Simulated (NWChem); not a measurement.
Program: NWChem. System: H2Cl2Si, charge 0, spin multiplicity 1, at a geometry optimised with PBE0/def2-SVP. The structure started from a generated list of species. Level: B3LYP/def2-TZVP, VWN1-RPA local correlation.

Job file:

```
start mol
memory heap 200 mb stack 900 mb global 1100 mb
geometry units angstroms nocenter noautoz
  Si     0.000000     0.000000     0.768929
  Cl    -1.683952     0.000000    -0.410358
  Cl     1.683952     0.000000    -0.410358
  H      0.000000    -1.233026     1.593580
  H      0.000000     1.233026     1.593580
  symmetry group C2v
end
basis spherical
  * library def2-tzvp
end
dft
  xc b3lyp
  semidirect memsize 60000000 filesize 0
  iterations 100
end
task dft energy
```

NWChem printed:

```
             Northwest Computational Chemistry Package (NWChem) 7.3.0
             --------------------------------------------------------

                                NWChem Input Module
                                -------------------

 Scaling coordinates for geometry "geometry" by  1.889725989
 (inverse scale =  0.529177249)

 Turning off AUTOSYM since
 SYMMETRY directive was detected!

                             Geometry "geometry" -> ""
                             -------------------------

 Output coordinates in angstroms (scale by  1.889725989 to convert to a.u.)

  No.       Tag          Charge          X              Y              Z
 ---- ---------------- ---------- -------------- -------------- --------------
    1 Si                  14.0000     0.00000000     0.00000000     0.76892900
    2 Cl                  17.0000    -1.68395200     0.00000000    -0.41035800
    3 Cl                  17.0000     1.68395200     0.00000000    -0.41035800
    4 H                    1.0000     0.00000000    -1.23302600     1.59358000
    5 H                    1.0000     0.00000000     1.23302600     1.59358000

 Effective nuclear repulsion energy (a.u.)     190.5728397463

            Nuclear Dipole moment (a.u.)
            ----------------------------
        X                 Y               Z
 ---------------- ---------------- ----------------
     0.0000000000     0.0000000000    -0.0000113384

      Symmetry information
      --------------------

 Group name             C2v
 Group number             16
 Group order               4
 No. of unique centers     3

      Symmetry unique atoms

     1    2    4


 Summary of "ao basis" -> "" (spherical)
 ------------------------------------------------------------------------------
       Tag                 Description            Shells   Functions and Types
 ---------------- ------------------------------  ------  ---------------------
 *                         def2-tzvp                  on all atoms

                                 NWChem DFT Module
                                 -----------------
[...]
              MO Center= -8.6D-14, -7.7D-15,  2.6D-01, r^2= 4.1D+00
   Bfn.  Coefficient  Atom+Function         Bfn.  Coefficient  Atom+Function
  ----- ------------  ---------------      ----- ------------  ---------------
    53      0.314070  2 Cl py                90      0.314070  3 Cl py
    56      0.209108  2 Cl py                93      0.209108  3 Cl py
   113      0.154625  4 H  s                119     -0.154625  5 H  s
    50      0.152967  2 Cl py                87      0.152967  3 Cl py
   114      0.143501  4 H  s                120     -0.143501  5 H  s

 Vector   26  Occ=0.000000D+00  E=-1.028448D-02  Symmetry=a1
              MO Center= -3.1D-14, -2.3D-14,  3.9D-01, r^2= 4.5D+00
   Bfn.  Coefficient  Atom+Function         Bfn.  Coefficient  Atom+Function
  ----- ------------  ---------------      ----- ------------  ---------------
    20      0.738911  1 Si pz                 5     -0.568892  1 Si s
     4     -0.510295  1 Si s                 55      0.391038  2 Cl px
    92     -0.391038  3 Cl px                42      0.374526  2 Cl s
    79      0.374526  3 Cl s                 17      0.311117  1 Si pz
     3      0.229221  1 Si s                 52      0.174506  2 Cl px

 Vector   27  Occ=0.000000D+00  E=-5.396939D-03  Symmetry=b1
              MO Center=  6.5D-15,  2.8D-15,  9.3D-01, r^2= 4.4D+00
   Bfn.  Coefficient  Atom+Function         Bfn.  Coefficient  Atom+Function
  ----- ------------  ---------------      ----- ------------  ---------------
    18      0.956276  1 Si px                42      0.422082  2 Cl s
    79     -0.422082  3 Cl s                 15      0.371428  1 Si px
    57      0.285863  2 Cl pz                94     -0.285863  3 Cl pz
    29     -0.143966  1 Si d  1              54      0.140558  2 Cl pz
    91     -0.140558  3 Cl pz                12      0.127246  1 Si px

 Vector   28  Occ=0.000000D+00  E= 2.625185D-02  Symmetry=a1
              MO Center=  2.6D-14, -5.2D-14,  1.1D+00, r^2= 4.6D+00
   Bfn.  Coefficient  Atom+Function         Bfn.  Coefficient  Atom+Function
  ----- ------------  ---------------      ----- ------------  ---------------
     5      1.576809  1 Si s                114     -1.298852  4 H  s
   120     -1.298852  5 H  s                 20      0.962926  1 Si pz
     4      0.588964  1 Si s                  3     -0.263071  1 Si s
    57     -0.228045  2 Cl pz                94     -0.228045  3 Cl pz
    17      0.165436  1 Si pz                25      0.094099  1 Si d  2

 center of mass
 --------------
 x =   0.00000000 y =   0.00000000 z =  -0.07517133

 moments of inertia (a.u.)
 ------------------
         129.785292798556           0.000000000000           0.000000000000
           0.000000000000         827.062169005371           0.000000000000
           0.000000000000           0.000000000000         719.163927657772

     Multipole analysis of the density
     ---------------------------------

     L   x y z        total         alpha         beta         nuclear
     -   - - -        -----         -----         ----         -------
     0   0 0 0     -0.000000    -25.000000    -25.000000     50.000000

     1   1 0 0      0.000000      0.000000      0.000000      0.000000
     1   0 1 0     -0.000000     -0.000000     -0.000000      0.000000
     1   0 0 1      0.471531      0.235771      0.235771     -0.000011

     2   2 0 0    -30.559051   -187.429122   -187.429122    344.299193
     2   1 1 0      0.000000      0.000000      0.000000      0.000000
     2   1 0 1      0.000000      0.000000      0.000000      0.000000
     2   0 2 0    -29.185163    -20.021860    -20.021860     10.858558
     2   0 1 1      0.000000      0.000000      0.000000      0.000000
     2   0 0 2    -28.259373    -48.201042    -48.201042     68.142710

 Task  times  cpu:        4.5s     wall:        4.5s

 Total times  cpu:        4.6s     wall:        4.6s
```
